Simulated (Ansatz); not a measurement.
`C[SiH2][SiH2]F` + H₂S → `C[SiH2][SiH2]S` + H–F at 500 K and 1 bar (ligand exchange at the Si–F bond).

Calculated with Ansatz (gas phase, PBE0-D4/def2-TZVP geometries, no zero-point term in ΔE). CCSD(T)/CBS adds triple-zeta CCSD(T) − MP2 to the extrapolated MP2 energy (def2 sets, frozen cores). This one scheme is used for every species. One conformer a species, not always the lowest.

```
         species  CCSD(T)/CBS energy (Eh)  H − E (kJ/mol)  S (J/(mol·K))
`C[SiH2][SiH2]F`               -720.27653           241.7          418.5
             H₂S               -398.97279            57.0          224.0
`C[SiH2][SiH2]S`              -1018.83085           265.7          449.3
             H–F               -100.39570            39.4          188.7
```

H − E and S are ideal-gas, rigid-rotor, harmonic terms from PBE0-D4/def2-TZVP, for one conformer and one mirror image of each species. 1 Eh = 2625.50 kJ/mol, R = 8.31446 J/(mol·K).

Question: By hand: ΔE, ΔH, ΔS and ΔG.

Answer: ΔE = (-1018.83085) + (-100.39570) − (-720.27653) − (-398.97279) = 0.02277 Eh = 59.8 kJ/mol. Δ(H − E) = 265.7 + 39.4 − 241.7 − 57.0 = 6.4, so ΔH = 66.2 kJ/mol. ΔS = 449.3 + 188.7 − 418.5 − 224.0 = -4.5 J/(mol·K). ΔG = 66.2 − 500 × (-4.5)/1000 = 68.5 kJ/mol.

Question: By hand: the equilibrium constant, and the temperature at which ΔG would vanish if ΔH and ΔS stayed fixed.

Answer: log₁₀ K = −ΔG/(RT ln 10) = -7.2. ΔH and −TΔS have one sign here, so there is no such temperature. One of them is within its doubt of zero, so this could turn.

The number of gas molecules stays the same, so ΔS is small and ΔH decides. A doubt of 5 kJ/mol in ΔE shifts log₁₀ K by 0.5 here. Other conformers and mirror images would add mixing entropy, several J/(mol·K) or more a flexible species. Modes under 60 cm⁻¹, often nearly free rotors, make the harmonic entropy too high. These are equilibria of isolated gas molecules and say nothing of rates. Largest T1 diagnostic: 0.012 (customary marks: 0.02 for closed shells, 0.045 for open ones).
